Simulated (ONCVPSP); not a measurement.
**Ce (Z = 58): one change to an ONCV potential, before and after**

* Element: Ce
* Generator: ONCVPSP 4.0.1
* Type: optimised norm-conserving Vanderbilt (ONCV)
* Functional: PBE
* Relativity: scalar-relativistic
* Frozen core: [Kr] 4d10 5s2
* Valence charge: 10
* Reference configuration: 4f1 5p6 5d2 6s1
* Partial waves: 6s: rc 3.20 bohr, ncon 5, nbas 10, qcut 2.2 1/bohr, 2 projectors, debl 4 Ha; 5p: rc 2.95 bohr, ncon 3, nbas 7, qcut 4.2 1/bohr, 2 projectors, debl 3.3 Ha; 5d: rc 4.00 bohr, ncon 3, nbas 8, qcut 4 1/bohr, 2 projectors, debl 1.3 Ha; 4f: rc 0.95 bohr, ncon 4, nbas 8, qcut 21.6 1/bohr, 2 projectors, debl 2.3 Ha
* Local potential: polynomial inside 0.90 bohr (lpopt 3, dvloc0 2 Ha)
* Core correction: Teter function fitted to the true core (icmod 2), fcfact 0.5

All-electron outer shells of the reference configuration (PBE, scalar-relativistic, ld1.x):

```tsv
shell	level (eV)	outermost node (bohr)	outermost maximum (bohr)
5s	-39.00	0.75	1.37
5p	-21.75	0.81	1.55
4f	-3.79	–	0.71
6s	-3.19	1.83	3.87
5d	-2.11	0.92	2.23
```

Change: d: qcut 3.3.

Cutoffs: the cutoffs (Ha) at which the residual kinetic energy of the hardest occupied pseudo-wave falls to 1 and 0.1 mHa per electron; they do not see the model core or the augmentation charge, which bear on the density cutoff. Errors are all-electron minus pseudo energies relative to the spin-unpolarised reference configuration.

Question: Predict the effect on cutoff, ghosts and configuration errors.

Answer: The potential gets neither clearly harder nor softer (158 Ha and 181 Ha → 158 Ha and 181 Ha); both files keep a bound ghost (s); of the 4 tests that both files solve, the error grows in 3 and shrinks in 0 by more than 15 % and 0.3 meV (median size 26.8 → 42.7 meV); the range in which the d phases agree narrows (upper end 2.0 → 0.4).

```tsv
quantity	base	changed
cutoff, loose	158 Ha	158 Ha
cutoff, tight	181 Ha	181 Ha
loose cutoff by channel	s 2.0 Ha, p 5.4 Ha, d 4.7 Ha, f 158 Ha	s 2.0 Ha, p 5.4 Ha, d 3.9 Ha, f 158 Ha
bound ghosts	s	s
GHOST(+) flags under 300 eV	p at 35.9 eV, d at 37.7 eV, p at 38.7 eV	p at 35.9 eV, p at 38.7 eV, d at 43.2 eV
error for 4f1 5p6 5d1 6s2, meV [ΔE -0.89 eV]	+5.0	+23
error for 4f1 5p6 5d1 6s1, meV [ΔE 5.18 eV]	+20	+36
error for 4f1 5p6 5d1 6s0, meV [ΔE 16.26 eV]	+34	+50
error for 4f0 5p6 5d1 6s2, meV [ΔE 11.54 eV]	-405	-348
s: phases at 3.24 bohr within 0.05 rad from the reference energy up to (Ha; the scan ends near 5)	0.3	0.3
p: phases at 3.00 bohr within 0.05 rad from the reference energy up to (Ha; the scan ends near 5)	0.3	0.3
d: phases at 4.07 bohr within 0.05 rad from the reference energy up to (Ha; the scan ends near 5)	2.0	0.4
f: phases at 0.96 bohr within 0.05 rad from the reference energy up to (Ha; the scan ends near 5)	to the end of the scan	to the end of the scan
rms error of d²Exc/dni dnj with the model core, mHa	7.61	7.63
```

 A true bound ghost makes a file unfit for plane-wave use even where its test errors are small: the radial tests pick states by their node count and pass the ghost by.
